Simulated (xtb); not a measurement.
NTi (SMILES [N]#[Ti]), doublet, geometry from GFN2-xTB (such geometries of metal compounds can be far from the true shape).

The xtb input:
```
$ xtb mol.xyz --gfn 2 --uhf 1 --json

# file mol.xyz
2

Ti    -0.00000000    -0.00000000    -0.41370624
N      0.00000000     0.00000000     1.30021962
```

Q: What does this run give for the dipole moment, partial charges in atom order?

A: 
* **dipole moment**: 8.82 D
* **partial charges in atom order**: Ti1 0.51, N2 -0.51
